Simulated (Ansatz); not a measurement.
Pulling on the N3–H4 bond in BeH3N (SMILES [BeH][NH2]) (multiplicity 1 held, fragments rigid). Energies count from the point at 1.008 Å.
Geometry at that point (charge 0, multiplicity 1):
```xyz
5

Be    -0.555    -0.103    -0.767
H     -1.331    -0.247    -1.838
N      0.319     0.059     0.441
H      1.045    -0.581     0.723
H      0.271     0.825     1.095
```

Signs of static correlation in cc-pVDZ, from Ansatz (a first-principles code) runs.

| R (Å) | T1 of restricted CCSD | ⟨S²⟩ of UHF | largest double amplitude of restricted CCSD |
|---|---|---|---|
| 0.806 | 0.012 | 0.000 | 0.042 |
| 0.907 | 0.012 | 0.000 | 0.042 |
| 1.008 | 0.013 | 0.000 | 0.043 |
| 1.109 | 0.013 | 0.000 | 0.043 |
| 1.210 | 0.014 | 0.000 | 0.042 |
| 1.361 | 0.015 | 0.000 | 0.043 |
| 1.512 | 0.017 | 0.054 | 0.077 |
| 1.764 | 0.021 | 0.607 | 0.154 |
| 2.016 | 0.025 | 0.834 | … |
| 2.319 | … | 1.006 | 0.440 |
| 2.722 | 0.040 | 1.006 | 0.601 |
| 3.226 | 0.047 | 1.007 | 0.743 |

### Question
Fill in the missing entries.

### Answer

- 2.016, largest double amplitude of restricted CCSD: 0.302
- 2.319, T1 of restricted CCSD: 0.032

Doubts at one or more of the structures used: a restricted determinant that unrestricted orbitals would lower (R-CCSD(T)/cc-pVDZ); other coupled-cluster roots lie near (R-CCSD(T)/cc-pVDZ); a spin-contaminated determinant (U-CCSD(T)/cc-pVDZ); T1 above 0.05 (U-CCSD(T)/cc-pVDZ).
